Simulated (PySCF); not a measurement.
From one molecule to another.

First species: C5H5F3O2.
Z-matrix (Å and degrees, PBE0-D3(BJ)/def2-SVP geometry), rows numbered from 1:
```
O 
C   1  1.3510
C   2  1.4739  1  128.71
C   2  1.4862  1  138.47  3    88.10
C   2  1.4859  1  132.75  3   179.22
O   5  1.4180  2  115.23  4   102.56
C   6  1.3340  5  117.32  2    91.32
F   7  1.3168  6  108.72  5   172.27
F   7  1.3533  6  111.68  5   -68.94
F   7  1.3305  6  113.16  5    51.05
H   1  0.9651  2  108.50  3  -175.54
H   3  1.1020  2  121.67  4   109.66
H   3  1.0955  2  114.48  4  -106.19
H   4  1.0883  2  138.11  3   121.38
H   5  1.1022  2  124.49  4  -111.89
```

Second species: 9,10-dihydroanthracene, C14H12.
Geometry (PBE0-D3(BJ)/def2-SVP, Å), atoms numbered from 1 in this order:
```
atom  x, y, z in Å
C1     3.9199    0.3998    0.1630
C2     3.9275   -0.9828    0.3357
C3     2.7723   -1.7196    0.0793
C4     1.6077   -1.0877   -0.3579
C5     1.6000    0.3053   -0.5315
C6     2.7571    1.0382   -0.2653
C7     0.3242    0.9525   -1.0023
C8    -0.8875    0.3103   -0.3803
C9    -2.0005    1.0490    0.0237
C10   -3.1053    0.4158    0.5902
C11   -3.0981   -0.9670    0.7633
C12   -1.9857   -1.7088    0.3692
C13   -0.8797   -1.0824   -0.2063
C14    0.3398   -1.8444   -0.6538
H15    4.8190    0.9851    0.3699
H16    4.8325   -1.4894    0.6791
H17    2.7733   -2.8036    0.2238
H18    2.7460    2.1244   -0.3919
H19    0.2571    0.8375   -2.1026
H20    0.3379    2.0352   -0.8096
H21   -1.9995    2.1352   -0.1041
H22   -3.9701    1.0049    0.9041
H23   -3.9572   -1.4692    1.2140
H24   -1.9739   -2.7929    0.5134
H25    0.3653   -2.8467   -0.2020
H26    0.2729   -2.0029   -1.7487
```

Levels: CAM-B3LYP/def2-SVPD for dipole moment, HOMO energy, LUMO energy, HOMO–LUMO gap, static isotropic polarisability and electronic spatial extent ⟨r²⟩ about the centre of nuclear charge; TDDFT CAM-B3LYP/def2-SVPD for lowest singlet excitation; TDA CAM-B3LYP/def2-SVPD for lowest triplet excitation (Tamm–Dancoff); PBE0-D3(BJ)/def2-SVP for rotational constant A and rotational constant C. Geometries: PBE0-D3(BJ)/def2-SVP. All species are isolated and taken at one optimised geometry, non-relativistic unless stated; the electronic structure was computed with PySCF and density fitting.

Dipoles, sizes and rotational constants follow the conformer. The torsions of the flexible species, by atom-mapped SMILES:
- `[OH:1][C@@:2]12[CH2:3][C@@H:4]1[C@H:5]2[O:6][C:7]([F:8])([F:9])[F:10]`: C4–C5–O6–C7 158°, C5–O6–C7–F8 172°, H–O1–C2–C3 -176°

Values for the first species:

- Dipole moment: 1.46 D
- HOMO energy: -8.36 eV
- LUMO energy: 1.17 eV
- HOMO–LUMO gap: 9.53 eV
- Lowest singlet excitation: 6.66 eV
- Lowest triplet excitation (Tamm–Dancoff): 6.38 eV
- Static isotropic polarisability: 65.8 au
- Electronic spatial extent ⟨r²⟩ about the centre of nuclear charge: 1387 bohr²
- Rotational constant A: 2.888 GHz
- Rotational constant C: 0.816 GHz

**Question.** Estimate the same properties for the second species, and the change in each.

**Answer.** 
```csv
property,first,second,second less first
dipole moment,1.46 D,0.37 D,-1.09 D
HOMO energy,-8.36 eV,-8.06 eV,+0.30 eV
LUMO energy,1.17 eV,0.61 eV,-0.56 eV
HOMO–LUMO gap,9.53 eV,8.67 eV,-0.86 eV
lowest singlet excitation,6.66 eV,5.35 eV,-1.31 eV
lowest triplet excitation (Tamm–Dancoff),6.38 eV,4.02 eV,-2.36 eV
static isotropic polarisability,65.8 au,154.9 au,+89.1 au
electronic spatial extent ⟨r²⟩ about the centre of nuclear charge,1387 bohr²,2817 bohr²,+1430 bohr²
rotational constant A,2.888 GHz,1.815 GHz,-1.073 GHz
rotational constant C,0.816 GHz,0.396 GHz,-0.420 GHz
```

On the first: In wavenumbers S1 is 53700 cm⁻¹ (1 eV = 8065.54 cm⁻¹). The vertical singlet–triplet gap S1 − T1 is 0.28 eV (TDDFT singlet less Tamm–Dancoff triplet; S1: HOMO→LUMO, weight 0.85; T1: HOMO→LUMO, weight 0.55).

On the second: The principal polarisabilities are 100.1, 161.6 and 202.8 au; their mean is the isotropic value. The polarisability is 22.95 Å³ as a volume (1 au = 0.148185 Å³), or 1.61 au for each of the 96 electrons.
